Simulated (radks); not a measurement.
Results of a calculation; reference values are marked as such.
Rh XXXV, 11 electrons, occupied as [Ne] 3s1 (the NIST ground configuration). Code: a radial shooting solver on a logarithmic mesh with Libxc functionals. Model: scalar-relativistic Kohn-Sham, LDA (Slater exchange, VWN5 correlation), spin-polarised, spherical densities, finite nucleus; open shells are filled with parallel spins first (spin-orbit coupling, left out, can overturn this in heavy ions); Fermi nuclear charge, rms radius 4.4945 fm. Some entries of the table are withheld. Estimate them.

orbital,occ.,eigenvalue (Ry),<r> (bohr)
1s up,1,-1836.690,0.03264
1s down,1,-1836.513,0.03264
2s up,1,-382.2669,0.1395
2s down,1,-382.0693,0.1394
2p up,3,(1),(2)
2p down,3,(3),(4)
3s up,1,(5),0.3362
3s down,0,(6),0.3361

Answer. 
(1) 2p up eigenvalue (Ry): -358.6577
(2) 2p up <r> (bohr): 0.1211
(3) 2p down eigenvalue (Ry): -358.4830
(4) 2p down <r> (bohr): 0.1210
(5) 3s up eigenvalue (Ry): -154.6697
(6) 3s down eigenvalue (Ry): -153.4425
